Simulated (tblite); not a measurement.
C6H11FOSi.
Geometry (GFN2-xTB, Å), atoms numbered from 1 in this order:
```
atom  x, y, z in Å
C1    -1.7279   -1.4985   -0.1741
C2    -1.3317   -0.2441   -0.0250
C3    -2.2715    0.8235    0.4527
C4     0.0528    0.2553   -0.2975
C5     1.0552   -0.7638   -0.8502
C6     2.4475   -0.1561   -0.6710
O7     2.5010    0.5357    0.5632
Si8    1.0543    0.9209    1.1879
F9     0.9646    2.5206    1.3624
H10   -1.0825   -2.2832   -0.5254
H11   -2.7392   -1.7923    0.0506
H12   -1.9048    1.2594    1.3818
H13   -2.3381    1.6252   -0.2818
H14   -3.2669    0.4219    0.6207
H15   -0.0352    1.0801   -1.0181
H16    1.0025   -1.6763   -0.2554
H17    0.8692   -1.0127   -1.8950
H18    2.6671    0.5596   -1.4702
H19    3.2292   -0.9198   -0.6598
H20    0.8490    0.3554    2.5010
```

Computed with GFN2-xTB (tblite): harmonic, unscaled wavenumbers at the GFN2-xTB geometry, gas phase. This tight-binding method is rough: wavenumbers can miss measured ones by several per cent, in bad cases by 10 to 20. Modes of hydrogen on silicon can be 10 to 20 % off. One conformer, not necessarily the lowest.

Harmonic wavenumbers (cm⁻¹): 31.7, 85.3, 119.9, 126.2, 146.6, 204.8, 246.6, 288.2, 334.5, 437.5, 453.6, 511.4, 563.8, 615.1, 646.5, 679.2, 733.1, 794.3, 857.1, 874.5, 882.2, 932.9, 972.1, 990.3, 1012.3, 1019.3, 1042.1, 1095.2, 1104.7, 1145.5, 1184.2, 1210.8, 1234.7, 1285.8, 1315.6, 1336.1, 1403.6, 1429.9, 1479.8, 1481.5, 1485.7, 1492.7, 1726.8, 2429.8, 2882.9, 2923.0, 2958.9, 2989.0, 2996.1, 3000.9, 3016.5, 3050.7, 3111.3, 3138.3.

A = 1947, B = 1174, C = 803.6 MHz; mass 146.056 u (most abundant isotopes); point group C1, symmetry number 1.

Q: Zero-point energy?

A: ½Σν̃ = 34756 cm⁻¹ = 99.37 kcal/mol.

Q: What is S at 400 K and 1 bar for an ideal gas of classical rigid rotors and harmonic oscillators?

A: Translation 42.33, rotation 30.43, vibration 41.79: S = 114.6 cal/(mol K).

Q: And Cp and H(400 K) − H(0)?

A: Cp = 51.10 cal/(mol K), of which vibrations give 43.15 (their classical limit is 54 R = 107.3); H(400 K) − H(0) = 11.83 kcal/mol without the zero-point energy, 8.65 from vibrations.

Q: What must be added to the electronic energy to get the Gibbs energy at 400 K and 1 bar?

A: ZPE + [H(400 K) − H(0)] − T·S = 99.37 + 11.83 − 45.82 = 65.38 kcal/mol.

Q: Blend soft modes into free rotors: weight 1/[1 + (100 cm⁻¹/ν̃)⁴] for the oscillator and the rest for a rotor with moment μB/(μ + B), μ = h/(8π²ν), B = 10⁻⁴⁴ kg m². What vibrational entropy results?

A: 38.61 cal/(mol K) in place of 41.79, which changes −T·S at 400 K by +1.27 kcal/mol.

Q: How do the functions run with temperature in this model?

A: 
```
T (K)  S (cal/(mol K))  Cp (cal/(mol K))  H − H(0) (kcal/mol)  G − H(0) (kcal/mol)  ln q(vib)
  100             71.1              19.3                 1.34                -5.77       1.97
  200             87.5              29.3                 3.76               -13.73       4.71
  300            101.4              40.4                 7.24               -23.19       7.43
  500            127.0              60.2                17.41               -46.08      12.87
  800            159.8              79.1                38.57               -89.25      20.75
 1000            178.3              87.2                55.23              -123.10      25.67
```

q(vib) and H(0) count from the zero-point level.

Hindered rotation and anharmonicity are outside this model. Other conformers, if any are populated, would add a mixing term that is left out. The structure is chiral; the term R ln 2 for an equal mix with its mirror image is left out.

On an Arm Neoverse V1 with one thread, shared host with 32 logical CPUs at a one-minute load of 5.3, this took 0.85 s wall. The figure is for the frequency step alone.
